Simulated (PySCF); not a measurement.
C2H4BF2N, SMILES C/N=C/B(F)F.

Geometry: B3LYP-D3(BJ)/def2-SVP. The structure was generated by enumeration; whether it is a known compound was not checked. Other conformers were not sampled.

Level of theory: PBE/def2-TZVP run with PySCF.

Symmetry labels are those of the subgroup Cs that the program uses (full group Cs).

Q: List the valence orbital energies around the gap with their symmetry. (An estimate is asked for; the answer gives what the named calculation found.)

A: 
```tsv
orbital	symmetry	energy (eV)
HOMO−7	A'	-11.73
HOMO−6	A"	-10.99
HOMO−5	A'	-10.55
HOMO−4	A"	-10.40
HOMO−3	A'	-9.80
HOMO−2	A'	-8.80
HOMO−1	A"	-7.98
HOMO	A'	-6.16
LUMO	A"	-2.91
LUMO+1	A'	0.32
LUMO+2	A"	0.84
LUMO+3	A'	0.94
```
